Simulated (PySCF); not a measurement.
Working out the ionisation energy of Ge²⁰⁺

Ge²⁰⁺ [Ne] 3s2 (1S) → Ge²¹⁺ [Ne] 3s1 (2S). Calculation: PySCF 2.14, in an uncontracted even-tempered set (16 s from 2.1 bohr⁻², ratio 2.5; 10 p from 2.7 bohr⁻², ratio 2.5; 5 d from 10 bohr⁻², ratio 2.7; 4 f from 16 bohr⁻², ratio 2.7); no relativity, point nucleus. Frozen: 1s2; the 17 highest virtual orbitals dropped. Energies in hartree (1 hartree = 27.21139 eV):

```
             part  Ge²⁰⁺ (lower)  Ge²¹⁺ (upper)
              UHF   -1845.154993   -1814.925232
MP2 opposite-spin      -0.319062      -0.228130
    MP2 same-spin      -0.093733      -0.084175
```

Problem. What does Hartree-Fock give?

Solution. (-1814.925232) − (-1845.154993) = 30.229761 hartree = 822.594 eV.

Problem. What do MP2 and SCS-MP2 (6/5 opposite-spin, 1/3 same-spin) give?

Solution. The opposite-spin parts differ by 2.474 eV and the same-spin parts by 0.260 eV. MP2: 822.594 + (2.474) + (0.260) = 825.328 eV. SCS-MP2: 822.594 + 1.2 × (2.474) + (0.260)/3 = 825.649 eV.

Reference: 837.1 ± 1 eV (semi-empirical (NIST evaluation); NIST Atomic Spectra Database, ionization energies).

The calculation is non-relativistic.

What remains against the reference includes basis incompleteness, the frozen core and correlation beyond second order.
